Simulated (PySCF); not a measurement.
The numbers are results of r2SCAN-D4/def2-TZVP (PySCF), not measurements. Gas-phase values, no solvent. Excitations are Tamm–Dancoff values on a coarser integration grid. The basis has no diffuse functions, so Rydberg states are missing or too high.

Reference species (SMILES): `NB(N)N` (neutral, multiplicity 1).

```
Item                      Result
----------------------  --------
T1 excitation (TDA)      6.00 eV
HOMO                    -5.43 eV
S1 oscillator strength     0.000
S1 excitation (TDA)      6.28 eV
```

After one change: the T1 excitation (TDA) decreases by 0.95 eV; the HOMO decreases by 1.03 eV; the S1 oscillator strength hardly moves; the S1 excitation (TDA) falls by 1.06 eV.

Q: Which change was made? The new species is one of these.
A) `NB(I)I`
B) `IB(I)I`
C) `NB(N)I`

A: A, `NB(I)I`
